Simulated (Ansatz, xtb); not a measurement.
**Relative energy of two isomers of C5H3NO**

Structure a: `C#Cc1cocn1`, a singlet. Structure b: `C#Cc1ncco1`, a singlet. Both are isolated molecules in the gas phase, relaxed with PBE0-D3(BJ)/def2-SVP.

Energies in hartree; the thermal terms are from GFN2-xTB frequencies at re-optimised GFN2-xTB minima (ideal gas, soft modes damped towards free rotors, one conformer each, 298.15 K, 1 atm) and include the zero-point energy:

|  | a | b |
| --- | --- | --- |
| E, CCSD(T)/def2-SVP | −321.098873 | −321.096296 |
| E, MP2/def2-SVP | −321.031257 | −321.029341 |
| E, MP2/def2-TZVPP | −321.615318 | −321.613868 |
| zero-point energy | 0.065467 | 0.065450 |
| H(298 K) − E | 0.072184 | 0.072160 |
| G(298 K) − E | 0.035961 | 0.035955 |

Problem. Correct the CCSD(T) difference for the basis set by the MP2 change, then work out ΔE, ΔE₀, ΔH and ΔG for a → b in kcal/mol (1 Eh = 627.51 kcal/mol) and the equilibrium ratio [b]/[a].

Solution. 1. Differences b − a: CCSD(T) +0.002577, MP2 in the small set +0.001916, MP2 in the large set +0.001450 Eh.
2. ΔE = +0.002577 + (+0.001450 − (+0.001916)) = +0.002111 Eh = +1.32 kcal/mol.
3. ΔE₀ = ΔE + ΔZPE = +0.002111 + (−0.000017) Eh = +1.31 kcal/mol.
4. ΔH = ΔE + (−0.000024) Eh = +1.31 kcal/mol.
5. ΔG = ΔE + (−0.000006) Eh = +1.32 kcal/mol, so ΔS = (ΔH − ΔG)/T = −0.2 J/(mol K).
6. kT = 0.9442 mEh, so K = [b]/[a] = exp(−ΔG/kT) = exp(−2.23) ≈ 0.11.

Structure a is favoured at this temperature. An error of 1 kcal/mol in ΔG would change K by a factor of 5.4. Mirror images and further conformers aren't counted.

As drawn, both hold the same kinds of bond in the same numbers.

Other levels gave ΔE = −0.1 (GFN2-xTB); +0.6 (HF/STO-3G, GFN2-xTB geometries); +0.5 (r2SCAN-D4/def2-SVP, GFN2-xTB geometries); +1.1 (PBE0-D3(BJ)/def2-SVP); +2.3 (HF/def2-SVP); +1.2 (MP2/def2-SVP); +1.6 (CCSD(T)/def2-SVP) kcal/mol. The correlated steps freeze 7 core orbitals. Programs: Ansatz 0.2.0, xtb 6.7.1.
